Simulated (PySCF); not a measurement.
# Adding and removing an electron: SnC

ROHF-CCSD; PySCF, scalar-relativistic core potentials, basis sets Sn cc-pVDZ-PP with ECP28, C cc-pVDZ. Neutral (ROHF): triplet (σ ↑, π ↑), Re = 2.036 Å, ωe = 655 cm⁻¹, De = 2.40 eV.

SnC⁺ (UHF): quartet (σ ↑, π ↑↑), Re = 2.129 Å, ωe = 604 cm⁻¹, De = 2.16 eV to Sn⁺ + C. The energies at the minima are -251.24975 hartree for SnC and -250.97941 for SnC⁺.

(1) Work out the adiabatic ionisation energy, without and with harmonic zero-point energies (1 hartree = 27.2114 eV, 1 eV = 8065.5 cm⁻¹), and the change of the bond length.

Correlated steps freeze 5 core orbitals. UHF and ROHF references stand side by side, which adds small steps between rows. Correlated levels converge slowly with the basis: in double zeta they bind strong bonds too weakly, by up to about 1 eV, and carry superposition errors of some tenths. These are scalar-relativistic numbers at best; spin–orbit coupling would shift them, the dissociation energy most. For an ion De counts to the pair picked by the measured ionisation energies or electron affinities, which need not be the lowest pair at this level. The CCSD T1 diagnostic is raised in SnC, a sign that a single reference may not be enough there. States were picked by a PBE0 search and need not be the measured ground states.

Neutral and ion stand on different kinds of reference determinant, which adds to the error of the difference.

Results:

(1) At CCSD: 0.27034 hartree = 7.356 eV between the minima; the zero-point term (604.0 − 655.0)/2 cm⁻¹ = -0.003 eV makes it 7.353 eV. Re changes by +9.3 pm against the neutral. The electron leaves a π orbital, and the longer bond of the ion fits a bonding orbital, or a change in how ionic the bond is.
